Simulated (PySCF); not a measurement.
Computed IR spectrum (relative IR intensity) of a molecule C2H5FO2Si. Geometry optimised at PBE-D3(BJ)/def2-SVP. The values are those of a single conformer. Level of theory: PySCF 2.14.0 with PBE-D3(BJ)/def2-SVP. Frequencies are harmonic and unscaled.

Lines under 2 % of the strongest are left out, and lines within 2 cm⁻¹ are merged.

| ν (cm⁻¹) | relative intensity |
|---|---|
| 120 | 2.8 |
| 232 | 2.8 |
| 407 | 21 |
| 475 | 18 |
| 646 | 10 |
| 677 | 48 |
| 703 | 30 |
| 742 | 16 |
| 748 | 17 |
| 810 | 11 |
| 852 | 70 |
| 908 | 88 |
| 1126 | 95 |
| 1217 | 16 |
| 1299 | 13 |
| 1375 | 3.5 |
| 1745 | 100 |
| 2192 | 55 |
| 3532 | 11 |

Task: Which molecule gave these data?
A) C[Si@H](F)C(=O)O
B) C[Si@H](F)OC=O
C) CO[Si@@H](F)C=O
D) O=CO[SiH2]CF

Result: A, C[Si@H](F)C(=O)O
